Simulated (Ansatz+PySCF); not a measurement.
The numbers below are computed, except where a source is named.
A run of Ansatz (development build ahead of 0.2.0) on singlet SiF₄ at this shape:

```xyz
5

Si    0.0000    0.0000    0.0000
F     0.9158    0.9158    0.9158
F     0.9158   -0.9158   -0.9158
F    -0.9158    0.9158   -0.9158
F    -0.9158   -0.9158    0.9158
```

Its results:

```json
{
  "Converged": "yes",
  "Total energy": "-688.20288 hartree",
  "Spin squared of the determinant": "0.000",
  "Stability test": "minimum among restricted orbitals"
}
```

Forces (eV/Å):
```
atom      Fx      Fy      Fz
 Si1   0.000   0.000   0.000
  F2  -0.001  -0.001  -0.001
  F3  -0.001   0.001   0.001
  F4   0.001  -0.001   0.001
  F5   0.001   0.001  -0.001
```

(1) Which input gives this output? Name the method, the orbitals and the basis set, and write the input.

Answers

(1) PBE0 (restricted) in def2-SVP. An unrestricted run that stays on the closed shell gives the same numbers.

```yaml
crystal:
  periodic: [false, false, false]
  atoms:
    - { symbol: Si, position_ang: [0.0, 0.0, 0.0] }
    - { symbol: F, position_ang: [0.91582, 0.91582, 0.91582] }
    - { symbol: F, position_ang: [0.91582, -0.91582, -0.91582] }
    - { symbol: F, position_ang: [-0.91582, 0.91582, -0.91582] }
    - { symbol: F, position_ang: [-0.91582, -0.91582, 0.91582] }
basis:
  gaussian: { orbitals: def2-SVP }
hamiltonian:
  xc: pbe0
output:
  forces: true
```
